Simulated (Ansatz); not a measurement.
Geometry optimisation, Ansatz 0.2.0, RKS B3LYP/STO-3G.

The input (input.yaml):

```yaml
crystal:
  periodic: [false, false, false]
  atoms:
    - { symbol: "N", position_ang: [2.0451, 0.69, 0.4231] }
    - { symbol: Al, position_ang: [0.3058, 0.0625, 1.0066] }
    - { symbol: S, position_ang: [0.1907, -1.7794, 2.3035] }
    - { symbol: "N", position_ang: [-1.2345, 0.89, 0.3989] }
    - { symbol: Al, position_ang: [-1.4263, 0.492, -1.4831] }
    - { symbol: H, position_ang: [2.4349, -0.0065, -0.1601] }
    - { symbol: H, position_ang: [1.8211, 1.5294, -0.2345] }
    - { symbol: H, position_ang: [0.15613, -1.00819, 3.46175] }
    - { symbol: H, position_ang: [-2.0887, 0.3788, 0.9008] }
    - { symbol: H, position_ang: [-0.4683, 1.3039, -2.4354] }
    - { symbol: H, position_ang: [-1.7359, -1.0052, -1.8882] }
basis:
  gaussian: { orbitals: STO-3G }
hamiltonian:
  xc: b3lyp
relax:
  f_tol: 0.015
  max_steps: 40
```

Run as:

```bash
$ ansatz run input.yaml --threads 1 --pin off --max-ram 2048MiB --backend cpu --events-out ev --progress --plain --runs-dir out
```

Question: Where does it end, and by what steps?

Answer: It converged. Limits of this set-up: minimal basis. After 16 steps the energy has fallen by 2.270 eV; H11 moved furthest, 1.82 Å.

```csv
step,energy less start (eV),largest force component (eV/Å),accepted
0,0.0000,4.680,yes
1,-1.0660,1.610,yes
2,-1.3077,1.355,yes
3,-1.4380,1.192,yes
4,-1.5805,0.630,yes
5,-1.7046,0.525,yes
6,-1.8074,0.548,yes
7,-1.9045,0.593,yes
8,-2.0106,0.468,yes
9,-2.0912,0.388,yes
10,-2.1405,0.757,yes
11,-2.2101,0.738,yes
12,-2.2623,0.240,yes
13,-2.2639,0.211,yes
14,-2.2204,1.502,no
15,-2.2694,0.023,yes
16,-2.2699,0.005,yes
```

```xyz
11
Properties=species:S:1:pos:R:3
N 1.658 0.541 0.455
Al 0.180 -0.171 1.025
S 0.105 -1.069 2.942
N -1.231 -0.118 -0.026
Al -1.415 0.535 -1.633
H 2.561 0.566 0.962
H 1.776 1.000 -0.467
H 1.405 -0.794 3.220
H -2.089 -0.548 0.385
H -0.201 1.157 -2.257
H -2.749 0.449 -2.313
```

Run time: 59 s on 1 thread of Intel(R) Xeon(R) Processor @ 2.70GHz, with other jobs on the host, peak memory 0.14 GiB.
